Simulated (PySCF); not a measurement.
PySCF input file for H3O, SMILES [OH3+], charge +1, ADC(2)/aug-cc-pVDZ. Geometry: PBE0-D3(BJ)/def2-TZVPD. The isomer is the one that the SMILES or the coordinates give; other isomers of the formula were not compared.

```python
import numpy as np
from pyscf import gto, scf, dft, adc

mol = gto.M(
    atom='''
    O    -0.00000000    0.00000000    0.07567394
    H     0.81319072    0.46949588   -0.20179718
    H    -0.00000000   -0.93899177   -0.20179718
    H    -0.81319072    0.46949588   -0.20179718
    ''',
    basis='aug-cc-pVDZ',
    charge=1,
    spin=0,
    max_memory=1600,
    verbose=4,
)
mf = scf.RHF(mol)
mf.conv_tol = 1e-10
mf.max_cycle = 100
mf.kernel()
res = {}
for kind, nroots in (('ee', 6), ('ip', 6), ('ea', 2)):
    a = adc.ADC(mf).density_fit('aug-cc-pvdz-ri')
    a.method, a.method_type = 'adc(2)', kind
    e, v, p, x = a.kernel(nroots=nroots)
    res[kind] = (e * 27.211386245988, p)
a = adc.ADC(mf).density_fit('aug-cc-pvdz-ri')
a.method, a.method_type, a.ncvs = 'adc(2)-x', 'ip', 1
e, v, p, x = a.kernel(nroots=1)
res['core ip, CVS-ADC(2)-x'] = (e * 27.211386245988, p)
for kind, (e, p) in res.items():
    print(kind, 'energies / eV', np.round(e, 3), 'strengths', np.round(p, 4))
```

Output:

```
PySCF version 2.14.0

[INPUT] verbose = 4
[INPUT] num. atoms = 4
[INPUT] num. electrons = 10
[INPUT] charge = 1
[INPUT] spin (= nelec alpha-beta = 2S) = 0
[INPUT] symmetry False subgroup None
[INPUT] Mole.unit = angstrom
[INPUT] Symbol           X                Y                Z      unit          X                Y                Z       unit  Magmom
[INPUT]  1 O      0.000000000000   0.000000000000   0.075673940000 AA    0.000000000000   0.000000000000   0.143003021367 Bohr   0.0
[INPUT]  2 H      0.813190720000   0.469495880000  -0.201797180000 AA    1.536707747838   0.887218629812  -0.381341402910 Bohr   0.0
[INPUT]  3 H      0.000000000000  -0.938991770000  -0.201797180000 AA    0.000000000000  -1.774437278521  -0.381341402910 Bohr   0.0
[INPUT]  4 H     -0.813190720000   0.469495880000  -0.201797180000 AA   -1.536707747838   0.887218629812  -0.381341402910 Bohr   0.0

nuclear repulsion = 13.9470683166839
number of shells = 23
number of NR pGTOs = 68
number of NR cGTOs = 50
basis = aug-cc-pVDZ
ecp = {}


[settings echo left out]
init E= -76.6336199875925
  HOMO = -0.542327392912319  LUMO = -0.00303017386220983  gap/eV = 14.67502
cycle= 1 E= -76.2922683855715  delta_E= 0.341  |g|= 0.297  |ddm|= 1.66
  HOMO = -0.981209951105451  LUMO = -0.183285970624438  gap/eV = 21.71262
cycle= 2 E= -76.3165071388271  delta_E= -0.0242  |g|= 0.0761  |ddm|= 0.306
  HOMO = -0.943331246286441  LUMO = -0.171990867452776  gap/eV = 20.98924
cycle= 3 E= -76.3175920321224  delta_E= -0.00108  |g|= 0.0288  |ddm|= 0.0639
  HOMO = -0.9540061480794  LUMO = -0.172334767349928  gap/eV = 21.27036
cycle= 4 E= -76.3177620343497  delta_E= -0.00017  |g|= 0.00606  |ddm|= 0.0178
  HOMO = -0.952033026919952  LUMO = -0.17212482633432  gap/eV = 21.22238
cycle= 5 E= -76.31777327875  delta_E= -1.12e-05  |g|= 0.00133  |ddm|= 0.00424
  HOMO = -0.952594301827787  LUMO = -0.172168984920509  gap/eV = 21.23645
cycle= 6 E= -76.3177740700449  delta_E= -7.91e-07  |g|= 0.000184  |ddm|= 0.00148
  HOMO = -0.952644281371165  LUMO = -0.172172016892757  gap/eV = 21.23773
cycle= 7 E= -76.3177740899485  delta_E= -1.99e-08  |g|= 2.98e-05  |ddm|= 0.000324
  HOMO = -0.952649862884349  LUMO = -0.172172686011581  gap/eV = 21.23787
cycle= 8 E= -76.3177740904814  delta_E= -5.33e-10  |g|= 4.31e-06  |ddm|= 6.46e-05
  HOMO = -0.952648958702984  LUMO = -0.172172399475143  gap/eV = 21.23785
cycle= 9 E= -76.3177740904907  delta_E= -9.28e-12  |g|= 7.13e-07  |ddm|= 9.27e-06
  HOMO = -0.952649034184273  LUMO = -0.172172424413029  gap/eV = 21.23785
Extra cycle  E= -76.3177740904907  delta_E= 1.42e-14  |g|= 2.95e-07  |ddm|= 1.01e-06
converged SCF energy = -76.3177740904907

******** <class 'pyscf.adc.radc.RADC'> ********
******** ADC Orbital Information ********
Number of Frozen Occupied Orbitals: 0
Number of Frozen Virtual Orbitals: 0
Number of Active Occupied Orbitals: 5
Number of Active Virtual Orbitals: 45
*****************************************
******** <class 'pyscf.df.df.DF'> ********
auxbasis = aug-cc-pvdz-ri
Reference correlation energy (doubles): -0.21479020
MP2 correlation energy of reference state (a.u.) = -0.21479020

******** <class 'pyscf.adc.radc_ee.RADCEE'> ********
max_space = 12
max_cycle = 50
conv_tol = 1e-08

*************************************************************
        ADC calculation summary (singlet states only)
*************************************************************
adc(2) root 0  |  Energy (Eh) =   0.4259929524  |  Energy (eV) =  11.59185867  |  Osc. strength = 0.05206743  |  conv = True
adc(2) root 1  |  Energy (Eh) =   0.5192911807  |  Energy (eV) =  14.13063278  |  Osc. strength = 0.01569401  |  conv = True
adc(2) root 2  |  Energy (Eh) =   0.5192911839  |  Energy (eV) =  14.13063286  |  Osc. strength = 0.01569400  |  conv = True
adc(2) root 3  |  Energy (Eh) =   0.6070879877  |  Energy (eV) =  16.51970558  |  Osc. strength = 0.00025786  |  conv = True
adc(2) root 4  |  Energy (Eh) =   0.6075235527  |  Energy (eV) =  16.53155791  |  Osc. strength = 0.00175808  |  conv = True
adc(2) root 5  |  Energy (Eh) =   0.6075235693  |  Energy (eV) =  16.53155836  |  Osc. strength = 0.00175807  |  conv = True

******** <class 'pyscf.adc.radc.RADC'> ********
******** ADC Orbital Information ********
Number of Frozen Occupied Orbitals: 0
Number of Frozen Virtual Orbitals: 0
Number of Active Occupied Orbitals: 5
Number of Active Virtual Orbitals: 45
*****************************************
******** <class 'pyscf.df.df.DF'> ********
auxbasis = aug-cc-pvdz-ri
Reference correlation energy (doubles): -0.21479020
MP2 correlation energy of reference state (a.u.) = -0.21479020

******** <class 'pyscf.adc.radc_ip.RADCIP'> ********
max_space = 12
max_cycle = 50
conv_tol = 1e-08

*************************************************************
        ADC calculation summary (doublet states only)
*************************************************************
adc(2) root 0  |  Energy (Eh) =   0.8608617206  |  Energy (eV) =  23.42524059  |  Spec. factor = 1.80688895  |  conv = True
adc(2) root 1  |  Energy (Eh) =   1.0777859442  |  Energy (eV) =  29.32804938  |  Spec. factor = 1.83666796  |  conv = True
adc(2) root 2  |  Energy (Eh) =   1.0777859463  |  Energy (eV) =  29.32804943  |  Spec. factor = 1.83666796  |  conv = True
adc(2) root 3  |  Energy (Eh) =   1.6434938718  |  Energy (eV) =  44.72174617  |  Spec. factor = 1.68152087  |  conv = True
adc(2) root 4  |  Energy (Eh) =   1.7362901769  |  Energy (eV) =  47.24686225  |  Spec. factor = 0.04940328  |  conv = True
adc(2) root 5  |  Energy (Eh) =   1.8019130153  |  Energy (eV) =  49.03255063  |  Spec. factor = 0.00010705  |  conv = True

******** <class 'pyscf.adc.radc.RADC'> ********
******** ADC Orbital Information ********
Number of Frozen Occupied Orbitals: 0
Number of Frozen Virtual Orbitals: 0
Number of Active Occupied Orbitals: 5
Number of Active Virtual Orbitals: 45
*****************************************
******** <class 'pyscf.df.df.DF'> ********
auxbasis = aug-cc-pvdz-ri
Reference correlation energy (doubles): -0.21479020
MP2 correlation energy of reference state (a.u.) = -0.21479020

******** <class 'pyscf.adc.radc_ea.RADCEA'> ********
max_space = 12
max_cycle = 50
conv_tol = 1e-08

*************************************************************
        ADC calculation summary (doublet states only)
*************************************************************
adc(2) root 0  |  Energy (Eh) =  -0.1910927783  |  Energy (eV) =  -5.19989936  |  Spec. factor = 1.96834575  |  conv = True
adc(2) root 1  |  Energy (Eh) =  -0.1126823101  |  Energy (eV) =  -3.06624184  |  Spec. factor = 1.98026041  |  conv = True

******** <class 'pyscf.adc.radc.RADC'> ********
******** ADC Orbital Information ********
Number of Frozen Occupied Orbitals: 0
Number of Frozen Virtual Orbitals: 0
Number of Active Occupied Orbitals: 5
Number of Active Virtual Orbitals: 45
*****************************************
******** <class 'pyscf.df.df.DF'> ********
auxbasis = aug-cc-pvdz-ri
Reference correlation energy (doubles): -0.21479020
MP2 correlation energy of reference state (a.u.) = -0.21479020

******** <class 'pyscf.adc.radc_ip_cvs.RADCIPCVS'> ********
max_space = 12
max_cycle = 50
conv_tol = 1e-08

*************************************************************
        ADC calculation summary (doublet states only)
*************************************************************
adc(2)-x root 0  |  Energy (Eh) =  20.3255608692  |  Energy (eV) = 553.08668288  |  Spec. factor = 1.58825729  |  conv = True
ee energies / eV [11.592 14.131 14.131 16.52  16.532 16.532] strengths [0.0521 0.0157 0.0157 0.0003 0.0018 0.0018]
ip energies / eV [23.425 29.328 29.328 44.722 47.247 49.033] strengths [1.8069e+00 1.8367e+00 1.8367e+00 1.6815e+00 4.9400e-02 1.0000e-04]
ea energies / eV [-5.2   -3.066] strengths [1.9683 1.9803]
core ip, CVS-ADC(2)-x energies / eV [553.087] strengths [1.5883]
```

The calculation finished and met its thresholds.

Cost: about 4 core-seconds (a rough figure).
